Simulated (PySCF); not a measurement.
This script is equivalent to a calculation on F²⁺ (fluorine, charge +2).

```python
from pyscf import gto, scf, dft, mp, cc
import basis_set_exchange as bse
mol = gto.M(atom="F 0 0 0", charge=2, spin=3, symmetry="D2h",
            basis=gto.basis.parse(bse.get_basis("aug-cc-pwCVTZ", elements=["F"], fmt="nwchem")))
mf = dft.UKS(mol, xc="PBE")
mf.irrep_nelec = {'Ag': (2, 2), 'B1u': (1, 0), 'B2u': (1, 0), 'B3u': (1, 0)}
mf.kernel()
```

Q: What total energy does it give?

A: -97.716 hartree (calculated).

Q: Which occupied shell lies highest, and where?

A: 2p α, at -51.554 eV.

Q: What is ⟨S²⟩, and what would a pure spin state give?

A: 3.751, against 3.75.
